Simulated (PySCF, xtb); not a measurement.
diantimony (Sb₂), SMILES [Sb]#[Sb].

Harmonic wavenumbers (cm⁻¹) from GFN2-xTB (xtb) at its own minimum, in rising order: 277.

Question: What does PySCF with B3LYP-D3(BJ)/def2-TZVP give at its own minimum? (Estimate from the structure and the level; the computed values follow.)

Answer: 285. Paired by order, the mean absolute difference is 8 cm⁻¹ and the zero-point energies are 0.4 and 0.4 kcal/mol.
